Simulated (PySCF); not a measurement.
Compound: C5H8ClO2 (charge +1).
Bonds: Cl1–C2, C2–C3, C3–C4, C4–O5, O5–C6, C6–C7, C7–O8, C4–O8. Hydrogens: H9, H10 on C2; H11, H12 on C3; H13, H14 on C6; H15, H16 on C7.

Computed geometry: GFN2-xTB, gas phase.

Entries marked ? are missing. Bonds in one row agree within 0.01 Å.

| coordinate | value |
| --- | --- |
| Cl1–C2 | ? |
| C2–C3 | ? |
| C3–C4 | 1.485 Å |
| C4–O5, C4–O8 | ? |
| O5–C6, C7–O8 | ? |
| C6–C7 | 1.542 Å |
| C2–H9, C2–H10 | 1.089 Å |
| C3–H11, C3–H12 | 1.092 Å |
| C6–H13 and 3 like bonds | 1.093 Å |
| Cl1–C2–C3 | ? |
| C2–C3–C4 | ? |
| C3–C4–O5 | 121.7° |
| O5–C4–O8 | 116.2° |
| C4–O5–C6 | ? |
| O5–C6–C7 | 102.4° |
| C6–C7–O8 | 102.5° |

Estimate the withheld lengths and angles.

- Cl1–C2 = 1.801 Å, drawn single (alkyl chlorine to sp3 C–Cl carbon); 0.02 Å above the sum of covalent radii, 1.78 Å.
- C2–C3 = 1.532 Å, drawn single (sp3 C–Cl carbon to chain CH2 carbon); 0.01 Å above the sum of covalent radii, 1.52 Å.
- C4–O5, C4–O8 = 1.274 Å, drawn single (ends: carbon bonded to C and 2 O; oxygen bonded to 2 C); 0.12 Å below the sum of covalent radii, 1.39 Å.
- O5–C6, C7–O8 = 1.440 Å, drawn single (ends: oxygen bonded to 2 C; sp3 carbon bound to oxygen); 0.02 Å above the sum of covalent radii, 1.42 Å.
- Cl1–C2–C3 = 107.2°, at the sp3 C–Cl carbon; the outer atoms are 2.689 Å apart.
- C2–C3–C4 = 106.9°, at the chain CH2 carbon; the outer atoms are 2.424 Å apart.
- C4–O5–C6 = 109.4°, at the oxygen bonded to 2 C, inside a 5-membered ring; the outer atoms are 2.216 Å apart.

Radii are Cordero's, carbon taken as 0.76, 0.73 or 0.69 Å for four, three, and two or fewer neighbours.

No GFN2-xTB frequencies stand behind this structure, so it isn't proved a minimum. Torsions: Cl1–C2–C3–C4 43°, C2–C3–C4–O5 -119°.

One conformer stands for the species.
